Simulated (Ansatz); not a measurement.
`C[SiH2][SiH]1C=N1` + `[SiH3]OP` → `[SiH3][SiH]1C=N1` + `C[SiH2]OP`  (redistribution)

Calculated with Ansatz (gas phase, PBE0-D4/def2-TZVP geometries, no zero-point term in ΔE). CBS: MP2 limit from def2 TZ/QZ plus the TZ coupled-cluster correction, frozen cores. Functionals use def2-TZVPP. One conformer a species, not always the lowest.

| species | r2SCAN-D4 energy (Eh) |
| --- | --- |
| `C[SiH2][SiH]1C=N1` | -714.05286 |
| `[SiH3]OP` | -709.06810 |
| `[SiH3][SiH]1C=N1` | -674.73303 |
| `C[SiH2]OP` | -748.39218 |

(1) Work out ΔE.

Largest T1 diagnostic among the species: 0.017.

Answers

(1) ΔE = (-674.73303) + (-748.39218) − (-714.05286) − (-709.06810) = -0.00425 Eh = -2.7 kcal/mol. CCSD(T)/CBS gives -2.3 kcal/mol.
